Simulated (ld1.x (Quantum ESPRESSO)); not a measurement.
# Reading a pseudo-wave (C (Z = 6))

Columns: radius, all-electron u(r) and pseudo u(r) of the 2p shell (level -5.40 eV) of carbon in the configuration [He] 2s1.75 2p2.25; PBE, scalar-relativistic, RRKJ scheme, ld1.x (Quantum ESPRESSO) 7.5.

| r (bohr) | all-electron | pseudo |
| --- | --- | --- |
| 0.165 | 0.1083 | 0.0299 |
| 0.330 | 0.2877 | 0.1146 |
| 0.495 | 0.4472 | 0.2404 |
| 0.660 | 0.5661 | 0.3868 |
| 0.825 | 0.6465 | 0.5307 |
| 0.990 | 0.6920 | 0.6512 |
| 1.155 | 0.7094 | 0.7337 |
| 1.320 | 0.7056 | 0.7731 |
| 1.485 | 0.6871 | 0.7727 |
| 1.650 | 0.6588 | 0.7420 |
| 1.815 | 0.6244 | 0.6926 |
| 1.980 | 0.5866 | 0.6351 |
| 2.145 | 0.5473 | 0.5774 |
| 2.310 | 0.5080 | 0.5239 |
| 2.475 | 0.4696 | 0.4764 |
| 2.640 | 0.4326 | 0.4348 |
| 2.805 | 0.3975 | 0.3979 |
| 2.970 | 0.3645 | 0.3645 |
| 3.135 | 0.3336 | 0.3336 |
| 3.300 | 0.3050 | 0.3050 |
| 3.465 | 0.2784 | 0.2784 |
| 3.630 | 0.2540 | 0.2540 |
| 3.795 | 0.2314 | 0.2314 |
| 3.960 | 0.2108 | 0.2108 |
| 4.125 | 0.1918 | 0.1918 |
| 4.290 | 0.1744 | 0.1744 |

**Question.** How many radial nodes do the two functions have?

**Answer.** The all-electron 2p function has n − l − 1 = 0; the pseudo-wave has 0.

**Question.** At about which radius was the pseudo-wave matched?

**Answer.** 3.20 bohr. The columns agree to 0.0005 from 2.81 bohr on; several derivatives are matched, so the curves merge somewhat inside the radius.

**Question.** Is the pseudo-wave norm-conserving?

**Answer.** Yes: the RRKJ scheme keeps the norm inside the radius equal to the all-electron one, which fixes the energy derivative of the logarithmic derivative at the level.
